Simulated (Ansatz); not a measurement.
The cluster Hg2O3⁻. Total charge -1; doublet. Geometry PBE0-D4/def2-SVPD.

```xyz
5

Hg   -0.514   -0.302    0.779
Hg    1.798    0.390   -1.619
O    -2.326   -0.249    1.677
O     1.424   -0.696    0.380
O    -0.382    0.857   -1.217
```

In the def2 sets Hg takes a core potential; there is no spin–orbit coupling. HSE06 is defined as in plane-wave codes, on full-range PBE exchange. At PBE-D4/def2-TZVPD, r2SCAN-D4/def2-TZVPD, PBE0-D4/def2-TZVPD, HSE06-D4/def2-TZVPD and others the charge -1 doublet is spin-contaminated (final ⟨S²⟩ up to 1.80, 0.75 for a pure state). The geometry of the doublet was relaxed on an unsound state (⟨S²⟩ 1.79, where a pure state has 0.75). Another isomer (doublet) lies 2.06 eV lower at PBE0-D4/def2-TZVPD; other spin states weren't run for this one.

(1) Estimate the α-spin orbital energies around the gap (eV) in Ansatz with PBE-D4/def2-TZVPD, r2SCAN-D4/def2-TZVPD, PBE0-D4/def2-TZVPD, HSE06-D4/def2-TZVPD, ωB97X-V/def2-TZVPD.

## Answers

(1) 
| orbital | PBE-D4/def2-TZVPD | r2SCAN-D4/def2-TZVPD | PBE0-D4/def2-TZVPD | HSE06-D4/def2-TZVPD | ωB97X-V/def2-TZVPD |
| --- | --- | --- | --- | --- | --- |
| HOMO−9 | -6.09 | -6.34 | -7.73 | -7.32 | -10.28 |
| HOMO−8 | -4.50 | -4.71 | -5.84 | -5.42 | -8.35 |
| HOMO−7 | -4.19 | -4.51 | -5.71 | -5.30 | -8.11 |
| HOMO−6 | -3.05 | -3.36 | -4.44 | -4.04 | -6.75 |
| HOMO−5 | -2.50 | -2.89 | -4.11 | -3.71 | -6.60 |
| HOMO−4 | -2.33 | -2.68 | -4.04 | -3.62 | -6.39 |
| HOMO−3 | -2.28 | -2.44 | -3.39 | -2.99 | -5.83 |
| HOMO−2 | -1.76 | -2.05 | -3.30 | -2.90 | -5.69 |
| HOMO−1 | -1.44 | -1.82 | -3.16 | -2.75 | -5.61 |
| HOMO | -1.03 | -1.28 | -1.90 | -1.52 | -3.87 |
| LUMO | -0.85 | -0.14 | 0.94 | 0.54 | 3.13 |
| LUMO+1 | 2.28 | 2.58 | 3.01 | 2.68 | 4.41 |
| LUMO+2 | 2.64 | 3.14 | 3.21 | 2.90 | 4.44 |
| LUMO+3 | 3.05 | 3.74 | 3.60 | 3.30 | 4.76 |
| LUMO+4 | 3.29 | 3.84 | 3.82 | 3.53 | 5.01 |
| LUMO+5 | 3.46 | 4.39 | 3.96 | 3.67 | 5.10 |
| β HOMO | -1.27 | -1.40 | -2.27 | -1.87 | -4.48 |
| β LUMO | -0.50 | 0.13 | 0.97 | 0.60 | 2.74 |
